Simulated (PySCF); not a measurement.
C₂H₅O, SMILES CO[CH2], multiplicity 2.

Geometry: B3LYP-D3(BJ)/def2-TZVP. The isomer is the one that the SMILES or the coordinates give; other isomers of the formula were not compared.

These are PySCF with B3LYP-D3(BJ)/def2-TZVP values and carry that method's errors.

No scaling factor is applied to the harmonic values.

```
mode  ν (cm⁻¹)  IR (km/mol)  moving atoms (share of kinetic energy)
----  --------  -----------  --------------------------------------
1          164          2.2                                  H 90 %
2          293          4.7                          H 79 %, O 15 %
3          431          4.1                  H 38 %, C 37 %, O 25 %
4          540         55.3                          H 76 %, C 23 %
5          960         34.5                  C 58 %, O 24 %, H 18 %
6         1136          6.8                          H 77 %, C 22 %
7         1171          1.8                          H 77 %, C 18 %
8         1250         33.4                  H 56 %, C 25 %, O 20 %
9         1287        138.0                  O 46 %, C 34 %, H 20 %
10        1460          2.0                                  H 91 %
11        1489          7.6                                  H 96 %
12        1496          3.3                          H 87 %, C 12 %
13        1504         15.4                           H 90 %, C 8 %
14        3005         52.5                                  H 97 %
15        3060         46.2                          H 90 %, C 10 %
16        3114         19.9                                  H 96 %
17        3134         19.2                           H 91 %, C 9 %
18        3263         11.0                          H 89 %, C 11 %
```
